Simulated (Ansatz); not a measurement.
Total energies of CH6NPSi, SMILES `C[SiH]1NP1`.

```xyz
10

C    -0.367    1.073    1.031
Si    0.573   -0.283    0.184
N     0.391   -0.398   -1.524
P    -0.283   -1.951   -0.933
H     0.183    2.015    0.967
H    -1.341    1.204    0.558
H    -0.517    0.838    2.087
H     1.922   -0.506    0.760
H     1.092   -0.446   -2.245
H    -1.653   -1.545   -0.884
```

Total charge 0; spin multiplicity 1. All single points use the PBE0-D4/def2-TZVP geometry. Basis def2-TZVPP, the Gaussian-basis code of Ansatz.

RPA on PBE orbitals: Hartree–Fock energy of these orbitals -725.48794 Eh, correlation -1.12330 Eh (frozen core).

```json
{"functional": "LDA (SPW92)", "energy without D4 (Eh)": "-724.11684", "D4 term (kJ/mol)": "–"}
{"functional": "PBE", "energy without D4 (Eh)": "-726.94548", "D4 term (kJ/mol)": "-22.1"}
{"functional": "revPBE", "energy without D4 (Eh)": "-727.22355", "D4 term (kJ/mol)": "-65.6"}
{"functional": "BLYP", "energy without D4 (Eh)": "-727.32626", "D4 term (kJ/mol)": "-48.6"}
{"functional": "r2SCAN", "energy without D4 (Eh)": "-727.26993", "D4 term (kJ/mol)": "-5.3"}
{"functional": "PBE0", "energy without D4 (Eh)": "-727.01262", "D4 term (kJ/mol)": "-18.7"}
{"functional": "B3LYP", "energy without D4 (Eh)": "-727.41958", "D4 term (kJ/mol)": "-35.9"}
{"functional": "r2SCANh", "energy without D4 (Eh)": "-727.26145", "D4 term (kJ/mol)": "-5.6"}
{"functional": "r2SCAN0", "energy without D4 (Eh)": "-727.24972", "D4 term (kJ/mol)": "-6.3"}
{"functional": "HSE06 (plane-wave form)", "energy without D4 (Eh)": "-726.99371", "D4 term (kJ/mol)": "-17.5"}
{"functional": "BHLYP", "energy without D4 (Eh)": "-727.31198", "D4 term (kJ/mol)": "-28.3"}
{"functional": "CAM-B3LYP", "energy without D4 (Eh)": "-727.33815", "D4 term (kJ/mol)": "-19.0"}
{"functional": "LC-ωPBE", "energy without D4 (Eh)": "-727.12122", "D4 term (kJ/mol)": "–"}
{"functional": "PBE-QIDH", "energy without D4 (Eh)": "-726.82633", "D4 term (kJ/mol)": "–"}
```

Give the same for B97M-V, ωB97X-V, ωB97M-V, B2PLYP. (Estimate.)

The calculation gave: 
```json
{"functional": "B97M-V", "energy without D4 (Eh)": "-727.21100", "D4 term (kJ/mol)": "–"}
{"functional": "ωB97X-V", "energy without D4 (Eh)": "-727.24714", "D4 term (kJ/mol)": "–"}
{"functional": "ωB97M-V", "energy without D4 (Eh)": "-727.28733", "D4 term (kJ/mol)": "–"}
{"functional": "B2PLYP", "energy without D4 (Eh)": "-727.04774", "D4 term (kJ/mol)": "–"}
```

B3LYP takes the VWN-RPA correlation (the form of Gaussian; ORCA's B3LYP/G). HSE06 is the plane-wave form, built on full-range PBE exchange. The double hybrids freeze the cores in their second-order part.

LC-ωPBE has ω = 0.4 bohr⁻¹.
